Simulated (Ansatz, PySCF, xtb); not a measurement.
Complex: CH4O (SMILES CO) (first 6 atoms) with GeH4 (SMILES [GeH4]); geometry from B3LYP-D3(BJ)/def2-TZVP.
(charge 0, multiplicity 1):
```xyz
11

C      0.3585     0.1630    -0.0492
O      0.3032    -1.0143     0.7466
H      0.2373    -0.0577    -1.1147
H      1.3442     0.5990     0.1044
H     -0.3957     0.8976     0.2523
H     -0.5602    -1.4244     0.6342
Ge    -0.0941     0.0772     3.7230
H      0.1008    -1.4393     3.8330
H     -1.3290     0.3925     2.8639
H      1.1478     0.7440     3.1200
H     -0.3333     0.6533     5.1329
```

Counterpoise-corrected where a basis set is named; no monomer relaxation. Rows marked so take none.

Rows in 6-31G* carry no dispersion term and start afresh at each structure (6-31G* with six Cartesian d functions); the Pople sets are all-electron and without relativity.

Programs: Ansatz (a first-principles code); PySCF for 6-31G* rows, the dispersion terms; xtb for the GFN methods. Each number belongs to the level named beside it.

**Question.** One of these levels gives 2.8 kJ/mol for the interaction energy. Name it.
(A) PBE-D4/def2-TZVPPD
(B) GFN2-xTB
(C) BLYP/def2-TZVPPD
(D) BP86/6-31G* (no counterpoise)

**Answer.** C, BLYP/def2-TZVPPD. The others give -21.3 (GFN2-xTB), -8.9 (PBE-D4/def2-TZVPPD), -5.7 (BP86/6-31G* (no counterpoise))
